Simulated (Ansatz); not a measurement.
Reactions of BH₉Si₃ (`[SiH3]B([SiH3])[SiH3]`).

Isolated molecules relaxed with PBE0-D4/def2-TZVP in Ansatz; ΔE leaves out vibrations. CCSD(T)/CBS adds triple-zeta CCSD(T) − MP2 to the extrapolated MP2 energy (def2 sets, frozen cores). This one scheme is used for every species, atoms too. Functionals use def2-TZVPP. B3LYP here is the variant with VWN-RPA as its local correlation; programs differ in this. No spin–orbit coupling; open shells (•) take unrestricted orbitals. Spin–orbit coupling would lower the free atoms: a little for F. def2 core potentials past Kr. Bonds to In, Mg are less sure, by a few kJ/mol each and by 10 to 20 or more in all where they break to atoms, as the def2 sets lack core-valence functions. Each species was taken in one conformer, which may not be the lowest.

```
                                                                                              reaction  B3LYP-D4 (eV)  CCSD(T)/CBS(def2) (eV)
                    `[SiH3]B([SiH3])[SiH3]` + `[NH2][Mg][OH]` → `[NH2][Mg][O][SiH3]` + `[SiH3]B[SiH3]`          -1.24                   -1.28
                                         `[SiH3]B([SiH3])[SiH3]` + F• → `[SiH2]B([SiH3])[SiH3]`• + H–F          -2.62                   -2.70
                                                  `[SiH3]B([SiH3])[SiH3]` → `[SiH3]B[SiH3]` + `[SiH2]`           2.42                    2.46
`[SiH3]B([SiH3])[SiH3]` + `[OH][In]([SH])[O][SiH3]` → `[SiH3][O][In]([SH])[O][SiH3]` + `[SiH3]B[SiH3]`          -1.02                   -1.04
                                       `[SiH3]B([SiH3])[SiH3]` + `OBF` → `FBO[SiH3]` + `[SiH3]B[SiH3]`          -0.85                   -0.86
```

Largest T1 diagnostic: 0.016, for `[SiH2]B([SiH3])[SiH3]`•.
